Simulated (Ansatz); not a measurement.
`OB(S)O[SiH3]` + H₂O → `OB(O)S` + silanol  (formal hydrolysis of a B–O bond)

Gas-phase electronic energies from Ansatz, PBE0-D4/def2-TZVP geometries. CCSD(T)/CBS is the MP2 limit (def2-TZVPP, def2-QZVPP) plus CCSD(T) − MP2 in def2-TZVPP, frozen cores. This one scheme is used for every species. Functionals use def2-TZVPP. HSE06 is defined as in plane-wave codes. One conformer a species, not always the lowest.

Q: Is it downhill or uphill in electronic energy at CCSD(T)/CBS, and by how much? (An estimate is asked.)

A: The calculation gave: Uphill: ΔE = +1.4 kcal/mol.

Q: What do these levels give: r2SCAN-D4, HSE06-D4, BHLYP-D4, CAM-B3LYP-D4, BLYP, CCSD(T)/def2-TZVPP? (An estimate is asked.)

A: Computed: r2SCAN-D4 0.4, HSE06-D4 0.6, BHLYP-D4 1.4, CAM-B3LYP-D4 0.6, BLYP -1.2, CCSD(T)/def2-TZVPP 0.7 kcal/mol.

Q: What do rigid-rotor, harmonic-oscillator terms from PBE0-D4/def2-TZVP frequencies (298.15 K, 1 bar) make of the CCSD(T)/CBS value? (Best estimate.)

A: The calculation gave: ΔZPE = +1.0 kcal/mol, ΔH = +1.5 kcal/mol, ΔS = 1 J/(mol·K), ΔG = +1.4 kcal/mol. Modes under 50 cm⁻¹ make the entropy rough.

Largest T1 diagnostic among the species: 0.013.

From BLYP to BHLYP (50 % exact exchange), in def2-TZVPP and without D4, ΔE moves by +0.8 kcal/mol. The D4 term adds +1.9 kcal/mol with B3LYP and +1.1 kcal/mol with PBE0; it sums over pairs of atoms, weighted by their polarisabilities, and B3LYP, whose exchange is more repulsive, gets the larger term. Leaving LDA and LC-ωPBE aside and taking each functional with its dispersion term where it has one, the values, not all of them listed here, spread over 1.6 kcal/mol, from B2PLYP to BHLYP-D4. LDA lies +1.0 kcal/mol from PBE without D4.

B3LYP here is the variant with VWN-RPA as its local correlation; programs differ in this.
